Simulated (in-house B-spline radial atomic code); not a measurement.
A calculation on the lead ion Pb⁺ (with a hole in an inner shell): its settings, and results tabulated from the run. Method: Dirac-Kohn-Sham PBE0, spherical fractional occupations, Fermi nucleus of rms radius 5.5012 fm. Calculated with a B-spline radial code for spherical atoms.

In the input, a minus or plus after the letter marks the j = l - 1/2 or j = l + 1/2 subshell.

Command:
```bash
python run_scf.py task.json out
```
Settings (nuclear radius in fm, mass in u):
```
Z                82
configuration    1s2 2s2 2p6 3s2 3p6 3d10 4s2 4p6 4d10 4f14 5s2 5p-1 5p+4 5d10 6s2 6p2
hamiltonian      dirac
method           pbe0
spin_polarised   False
nucleus          fermi
rms_radius       5.5012
atomic_mass      207.97665
speed_of_light   137.035999084
```

Output (hartree, bohr):
```
 radial grid: 81 intervals, B-splines of order 8, outer radius 60 bohr

 iter        energy (Eh)    residual
    1      -20916.492118    9.16e-01
    2      -20916.986681    1.52e-01
    3      -20917.426959    1.86e-02
    4      -20917.431864    9.28e-03
    5      -20917.432205    1.29e-03
    6      -20917.432226    1.10e-03
    7      -20917.432241    8.07e-05
    8      -20917.432241    1.49e-05
    9      -20917.432241    9.64e-07
   10      -20917.432241    7.14e-08

 total energy                    -20917.43224
 kinetic                           24317.5727
 electron-nucleus                 -52869.8318
 Hartree                            8023.0368
 exact exchange                      -94.9340
 exchange-correlation               -293.2759

 first-order corrections (not in the total)
   Gaunt                            27.7029
   retardation                      -2.9387
   frequency dependence             -0.5586
   self-energy                      20.9937
   Uehling                          -4.4574
   Wichmann-Kroll                    0.2051
   recoil                            0.0329

 orbital      occ     eigenvalue          <r>       <r^2>       <1/r>     <1/r^3>       <r^4>       r_max    small
 1s1/2      2.000     -3237.8649    0.0160565 0.000357527     101.246           - 3.54027e-07    0.009846  9.78e-02
 2s1/2      2.000      -580.7252    0.0669111  0.00536516     25.0446           - 5.07206e-05     0.05738  2.26e-02
 2p1/2      2.000      -557.6370    0.0548947   0.0037772     24.9959           - 2.99223e-05       0.042  2.27e-02
 2p3/2      4.000      -477.1476     0.063803  0.00495793     19.9628     23384.1  4.8253e-05      0.0497  1.99e-02
 3s1/2      2.000      -140.5622     0.173907   0.0347431     9.18857           -  0.00182881      0.1614  7.60e-03
 3p1/2      2.000      -130.1108     0.164419   0.0315843     9.09829           -  0.00158577      0.1504  7.54e-03
 3p3/2      4.000      -112.0970     0.180646   0.0379052     7.78389     5526.25  0.00225309      0.1659  6.75e-03
 3d3/2      4.000       -94.9037     0.156996   0.0289348      7.6787     968.456  0.00147943      0.1289  6.63e-03
 3d5/2      6.000       -91.0788     0.161917   0.0306485     7.38582     790.871  0.00164251      0.1331  6.42e-03
 4s1/2      2.000       -32.6983     0.384065    0.166618     3.89798           -   0.0400191      0.3628  2.61e-03
 4p1/2      2.000       -28.1525     0.385414    0.169133     3.78749           -   0.0422768      0.3605  2.51e-03
 4p3/2      4.000       -23.7331     0.419315    0.199831      3.3394     1361.57   0.0588534      0.3917  2.22e-03
 4d3/2      4.000       -16.3168     0.424021    0.207652     3.14194     216.429   0.0678308      0.3831  2.01e-03
 4d5/2      6.000       -15.4904     0.435047    0.218381      3.0393     172.663   0.0749442      0.3927  1.94e-03
 4f5/2      6.000        -5.8736     0.449229    0.241243     2.70046     37.9556    0.112871      0.3479  1.58e-03
 4f7/2      8.000        -5.6884     0.455519    0.248002     2.66094     35.9598    0.119337      0.3524  1.54e-03
 5s1/2      2.000        -6.0797     0.852152    0.813225     1.62068           -    0.948338      0.7893  7.02e-04
 5p1/2      1.000        -4.4029     0.910226    0.933494     1.49809           -      1.2866      0.8277  6.15e-04
 5p3/2      4.000        -3.6669     0.995152     1.11589     1.33917     253.053     1.84516      0.9012  5.26e-04
 5d3/2      4.000        -1.4161      1.23127     1.74933      1.0662     27.5352     5.08927       1.039  3.47e-04
 5d5/2      6.000        -1.3261      1.26923     1.86019     1.03091     21.5906     5.77723       1.068  3.28e-04
 6s1/2      2.000        -0.8472      2.16479     5.27816    0.595514           -     42.0574       1.897  1.18e-04
 6p1/2      0.667        -0.4683      2.63664     7.91419    0.483658           -     99.5213       2.231  7.70e-05
 6p3/2      1.333        -0.3888      2.95179     9.91226    0.426386     22.9729     155.967       2.493  6.00e-05
```

Run time, properties included: 1.6 s on 1 thread of Arm Neoverse V2 (shared host).

For the Dirac Hamiltonian the kinetic term is c α·p + (β - 1)c².

Caution: exact exchange at fractional occupations of open shells leaves self-interaction of up to several eV.
